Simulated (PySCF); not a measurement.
Molecule: Cl2HSi(SH), Cl2H2SSi.

Structure with atom numbers: `[SH:1][SiH:2]([Cl:3])[Cl:4]` (H(Xn): hydrogen on atom n).

Geometry PBE0-D3(BJ)/def2-SVP throughout; GIAO in PySCF, gas phase, one conformer, non-relativistic; equivalent atoms averaged; functional PBE0.

(1) How do the absolute shieldings σ depend on the basis set? (ppm; last column core-seconds on shared hosts with different chips, so compare them loosely)

(2) Which nucleus moves most, in ppm?

(3) Taking the largest basis, pcSseg-2 (200 functions), as the yardstick, rank the others by their worst heavy-atom deviation.

Answers

(1) 
```
    basis set  functions     S1    Si2  Cl3/Cl4  H(Si2)  H(S1)  core-s
       STO-3G         38  855.5  484.1   1145.6   28.62  33.33     1.3
        6-31G         56  669.1  364.1    869.0   26.50  31.97     2.6
     pcSseg-0         56  689.4  275.5    881.2   25.71  32.03     2.9
       6-31G*         76  652.6  367.0    855.2   25.76  31.19     3.3
     def2-SVP         82  690.1  374.2    869.9   24.93  30.59     2.8
      cc-pVDZ         82  681.0  388.4    863.8   24.90  30.45     4.8
     pcSseg-1        106  636.5  322.6    828.8   24.96  30.03     8.2
  aug-cc-pVDZ        126  674.8  404.4    852.9   24.57  30.35       8
6-311+G(2d,p)        152  623.3  322.0    813.7   24.68  30.30     6.9
    def2-TZVP        160  620.1  313.8    815.9   24.74  30.28     7.7
      cc-pVTZ        164  655.3  340.0    838.3   24.69  30.24      12
     IGLO-III        196  635.0  330.2    821.3   24.74  30.30      12
     pcSseg-2        200  630.9  321.7    823.0   24.86  30.02      21
```

(2) Cl3/Cl4 (chlorine bonded to Si): from 813.7 ppm with 6-311+G(2d,p) to 1145.6 ppm with STO-3G. The smallest spread is 3.31 ppm, at H(S1).

(3) pcSseg-1 5.9 ppm (106 functions), IGLO-III 8.4 ppm (196 functions), 6-311+G(2d,p) 9.2 ppm (152 functions), def2-TZVP 10.8 ppm (160 functions), cc-pVTZ 24.3 ppm (164 functions), 6-31G* 45.3 ppm (76 functions), 6-31G 46.1 ppm (56 functions), pcSseg-0 58.4 ppm (56 functions), def2-SVP 59.2 ppm (82 functions), cc-pVDZ 66.7 ppm (82 functions), aug-cc-pVDZ 82.7 ppm (126 functions), STO-3G 322.6 ppm (38 functions).

A small basis that lands close on one nucleus may do so by chance; judge by the trend and by all nuclei.
